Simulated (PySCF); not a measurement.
O3Zr, SMILES [O]=[Zr]1[O][O]1, multiplicity 1.

Geometry: B3LYP-D3(BJ)/def2-TZVP. The multiplicity is an assumed one; other spin states were not compared. The def2 effective core potentials stand for the cores of Zr; spin–orbit coupling is left out.

Computed with CAM-B3LYP/def2-TZVPD (PySCF).

Symmetry labels are those of the subgroup Cs that the program uses (full group Cs).

Computed valence orbital energies around the gap with their symmetry:
```csv
orbital,symmetry,energy (eV)
HOMO−7,A',-13.16
HOMO−6,A',-12.76
HOMO−5,A',-12.53
HOMO−4,A",-10.61
HOMO−3,A',-10.11
HOMO−2,A',-9.80
HOMO−1,A",-9.66
HOMO,A",-8.32
LUMO,A',-2.43
LUMO+1,A",-1.07
LUMO+2,A',-1.00
LUMO+3,A',0.29
```
